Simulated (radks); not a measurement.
Results of a calculation; reference values are marked as such.
Charge is removed step by step from the 3p3/2 level of the selenium ion Se+, starting from [Ne] 3s2 3p(1/2: 2, 3/2: 4) 3d10 4s2 4p3. Level of theory: Dirac Kohn-Sham, PBE, spin-unpolarised, spherical densities, finite nucleus; open shells fill j = l - 1/2 first; Fermi nuclear charge, rms radius 4.14 fm (a radial shooting solver on a logarithmic mesh with Libxc functionals).

| removed (e) | E - E(0) (eV) | eigenvalue (eV) | E minus straight line (eV) |
|---|---|---|---|
| 0 | 0.000 | -161.37 | 0.000 |
| 0.25 | 41.106 | -167.50 | -2.368 |
| 0.5 | 83.765 | -173.80 | -3.182 |
| 0.75 | 128.02 | -180.24 | -2.405 |
| 1 | 173.89 | -186.81 | 0.000 |

Removing the whole electron costs 173.89 eV by Delta-SCF, against 161.37 eV from minus the eigenvalue at the starting occupation. Slater's transition state (half an electron removed) gives 173.80 eV. Integrating minus the eigenvalue over the occupation (Janak's theorem) gives 173.89 eV. The mean slope of the eigenvalue, de/dn, is 25.4 eV per electron.
